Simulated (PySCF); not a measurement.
Spectra and structures to be paired. Theory: TDDFT CAM-B3LYP/def2-SVPD, vertical, gas phase, core orbitals frozen in the response (PySCF). Geometries: GFN2-xTB; one conformer of each isolated species. Triplets are in the Tamm–Dancoff approximation.

A. `[H]/N=C\C=C/N([SiH3])[SiH2]F`
B. `FCC(=C=S)[SiH2]C(F)F`
C. `C#CCS[SiH2]C(F)(F)F`
D. `C(#N)CC1C=C1`
E. `N#C[SiH2]C[C@@H](F)[SiH2]N`

Lowest singlet levels (six at most, fewer where fewer were computed) with oscillator strengths:

1. 259 nm (f 0.024); 239 nm (f 0.455); 225 nm (f 0.004); 212 nm (f 0.004); 190 nm (f 0.021); 186 nm (f 0.006); T1 3.19 eV
2. 193 nm (f 0.005); 190 nm (f 0.062); 165 nm (f 0.000); 164 nm (f 0.017); 159 nm (f 0.004); 155 nm (f 0.032); T1 4.15 eV
3. 487 nm (f 0.000); 245 nm (f 0.003); 207 nm (f 0.009); 201 nm (f 0.027); 200 nm (f 0.015); 187 nm (f 0.916); T1 2.24 eV
4. 228 nm (f 0.001); 203 nm (f 0.026); 197 nm (f 0.002); 188 nm (f 0.005); 188 nm (f 0.025); 181 nm (f 0.000); T1 4.93 eV
5. 190 nm (f 0.020); 173 nm (f 0.002); 170 nm (f 0.013); 167 nm (f 0.073); 166 nm (f 0.008); 165 nm (f 0.004); T1 6.01 eV

**Question.** Which spectrum belongs to which structure?

**Answer.** 1 = A, 2 = D, 3 = B, 4 = C, 5 = E.
- A: S1 at 4.78 eV, HOMO-1→LUMO (84%); Löwdin shares by element: HOMO carbon 43% or more, nitrogen 37% (atoms not listed hold the other 20%); LUMO carbon 53%, nitrogen 22% or more (atoms not listed hold the other 24%); HOMO -7.86 and LUMO -0.01 eV.
- B: S1 at 2.55 eV, HOMO→LUMO (99%); Löwdin shares by element: HOMO carbon 44% or more, sulfur 43%; LUMO carbon 45% or more, sulfur 39%, silicon 6%; HOMO -8.21 and LUMO -1.54 eV.
- C: S1 at 5.43 eV, HOMO→LUMO (82%), HOMO→LUMO+1 (9%); Löwdin shares by element: HOMO sulfur 69%, carbon 12% or more, silicon 9%; LUMO sulfur 34%, silicon 19%, carbon 19% or more (atoms not listed hold the other 28%); HOMO -8.91 and LUMO 0.29 eV.
- D: S1 at 6.43 eV, HOMO-1→LUMO (83%), HOMO→LUMO (8%); Löwdin shares by element: HOMO carbon 81% or more (atoms not listed hold the other 19%); LUMO carbon 70% or more, hydrogen 15% or more; HOMO -9.26 and LUMO 0.52 eV.
- E: S1 at 6.51 eV, HOMO→LUMO (39%), HOMO→LUMO+1 (32%), HOMO→LUMO+2 (19%); Löwdin shares by element: HOMO nitrogen 54% or more, hydrogen 15% or more, silicon 14% or more (atoms not listed hold the other 17%); LUMO silicon 31%, carbon 13% or more, nitrogen 12% or more (atoms not listed hold the other 44%); HOMO -9.23 and LUMO 0.53 eV.
D and E have S1 within 0.09 eV of each other; their strongest listed levels stand at 6.51 eV (f 0.062) and 7.44 eV (f 0.073).
